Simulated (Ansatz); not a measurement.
Steps of a relaxation of AlFH5NSi (`[NH2][Al]([F])[SiH3]`) with RKS PBE0-D4/def2-TZVP.

```sh
$ ansatz run in.yaml --threads 2 --pin off --events-out ev --progress --plain --max-ram 4352MiB
```

```yaml
crystal:
  periodic: [false, false, false]
  atoms:
    - {symbol: N, position_ang: [0.587975, 1.795753, -0.737436]}
    - {symbol: Al, position_ang: [0.779248, 0.046318, -0.480232]}
    - {symbol: F, position_ang: [2.137980, -0.679204, -1.165714]}
    - {symbol: Si, position_ang: [-0.838707, -1.268996, 0.785991]}
    - {symbol: H, position_ang: [-0.191242, 2.350104, -0.373459]}
    - {symbol: H, position_ang: [1.229469, 2.394352, -1.263520]}
    - {symbol: H, position_ang: [-1.479295, -2.337788, -0.064612]}
    - {symbol: H, position_ang: [-0.193130, -1.956707, 1.963257]}
    - {symbol: H, position_ang: [-1.943699, -0.390132, 1.318526]}
basis:
  gaussian: {orbitals: def2-TZVP}
hamiltonian: {xc: pbe0, dispersion: d4}
relax: {f_tol: 0.005, max_steps: 150}
```

Positions (Å) and forces (eV/Å) along the path, 8 of 8 steps:

```xyz
9
step=1 energy=-18757.5778 eV
N     0.588    1.796   -0.737   -0.051    0.311   -0.032
Al    0.779    0.046   -0.480    0.569    0.144   -0.404
F     2.138   -0.679   -1.166   -0.686    0.352    0.354
Si   -0.839   -1.269    0.786   -0.216   -0.212    0.182
H    -0.191    2.350   -0.373    0.529   -0.403   -0.241
H     1.229    2.394   -1.264   -0.410   -0.415    0.345
H    -1.479   -2.338   -0.065    0.152    0.240    0.170
H    -0.193   -1.957    1.963   -0.132    0.157   -0.256
H    -1.944   -0.390    1.319    0.244   -0.174   -0.118
9
step=2 energy=-18757.6100 eV
N     0.588    1.798   -0.739   -0.024   -0.010    0.007
Al    0.754    0.056   -0.485    0.450    0.004   -0.213
F     2.105   -0.679   -1.144   -0.413    0.227    0.183
Si   -0.836   -1.275    0.788   -0.084   -0.026    0.038
H    -0.181    2.352   -0.388    0.125   -0.110   -0.054
H     1.236    2.383   -1.250   -0.097   -0.123    0.078
H    -1.463   -2.330   -0.064    0.029    0.057    0.050
H    -0.190   -1.953    1.952   -0.024    0.045   -0.073
H    -1.926   -0.399    1.314    0.037   -0.064   -0.017
9
step=3 energy=-18757.6162 eV
N     0.590    1.787   -0.735    0.030   -0.086    0.020
Al    0.779    0.059   -0.463    0.059   -0.040   -0.138
F     2.100   -0.667   -1.153   -0.090    0.046    0.080
Si   -0.840   -1.265    0.785    0.036    0.036   -0.005
H    -0.170    2.335   -0.372   -0.082    0.053    0.042
H     1.217    2.366   -1.266    0.063    0.042   -0.040
H    -1.458   -2.316   -0.065   -0.003   -0.037   -0.034
H    -0.190   -1.936    1.941    0.008   -0.044    0.057
H    -1.938   -0.409    1.311   -0.021    0.031    0.019
9
step=4 energy=-18757.6172 eV
N     0.588    1.790   -0.737    0.031   -0.008   -0.010
Al    0.779    0.061   -0.476   -0.076   -0.063    0.016
F     2.098   -0.687   -1.138    0.004    0.041    0.001
Si   -0.838   -1.263    0.785    0.058    0.055   -0.035
H    -0.178    2.333   -0.375   -0.026   -0.003    0.017
H     1.215    2.378   -1.260    0.035    0.014   -0.020
H    -1.456   -2.313   -0.070   -0.011   -0.018   -0.012
H    -0.187   -1.942    1.938    0.000   -0.021    0.033
H    -1.932   -0.403    1.315   -0.014    0.004    0.010
9
step=5 energy=-18757.6180 eV
N     0.589    1.789   -0.737    0.012   -0.011   -0.004
Al    0.772    0.059   -0.479    0.011   -0.020   -0.013
F     2.099   -0.675   -1.142   -0.028    0.026    0.014
Si   -0.838   -1.264    0.785    0.012    0.012   -0.002
H    -0.178    2.334   -0.380   -0.018    0.005    0.010
H     1.223    2.375   -1.257    0.017    0.002   -0.009
H    -1.458   -2.316   -0.067   -0.006   -0.012   -0.009
H    -0.190   -1.943    1.941    0.007   -0.009    0.011
H    -1.932   -0.406    1.318   -0.008    0.007    0.001
9
step=6 energy=-18757.6182 eV
N     0.590    1.789   -0.738   -0.001    0.000    0.000
Al    0.769    0.059   -0.480    0.015   -0.001   -0.009
F     2.098   -0.671   -1.142   -0.012    0.007    0.006
Si   -0.838   -1.265    0.786   -0.001   -0.002    0.003
H    -0.177    2.336   -0.382   -0.004    0.003    0.002
H     1.227    2.373   -1.256    0.005   -0.004   -0.002
H    -1.458   -2.318   -0.066   -0.001   -0.003   -0.003
H    -0.189   -1.944    1.942    0.002   -0.001    0.002
H    -1.933   -0.406    1.318   -0.002    0.002    0.000
9
step=7 energy=-18757.6182 eV
N     0.589    1.790   -0.738    0.010    0.001   -0.006
Al    0.768    0.059   -0.479    0.009   -0.002   -0.005
F     2.097   -0.670   -1.142   -0.010    0.006    0.004
Si   -0.838   -1.266    0.786   -0.001   -0.001    0.003
H    -0.176    2.339   -0.383   -0.009    0.001    0.005
H     1.229    2.371   -1.256    0.003   -0.003   -0.001
H    -1.458   -2.319   -0.066   -0.001   -0.003   -0.003
H    -0.189   -1.944    1.942    0.002    0.000    0.001
H    -1.934   -0.407    1.318   -0.002    0.001    0.000
9
step=8 energy=-18757.6182 eV
N     0.590    1.791   -0.738    0.002    0.003   -0.002
Al    0.767    0.060   -0.479    0.000    0.001    0.000
F     2.096   -0.669   -1.142    0.000   -0.001    0.000
Si   -0.838   -1.266    0.786   -0.001   -0.001    0.001
H    -0.175    2.341   -0.383   -0.001   -0.001    0.001
H     1.230    2.371   -1.256    0.000   -0.002    0.001
H    -1.458   -2.320   -0.065    0.001    0.000    0.000
H    -0.188   -1.944    1.942    0.000    0.001   -0.001
H    -1.935   -0.409    1.318    0.000    0.000    0.000
```

Hardware: 2 threads of an Arm Neoverse V2 on a shared host. Wall time 32 s, peak host memory 0.34 GiB.
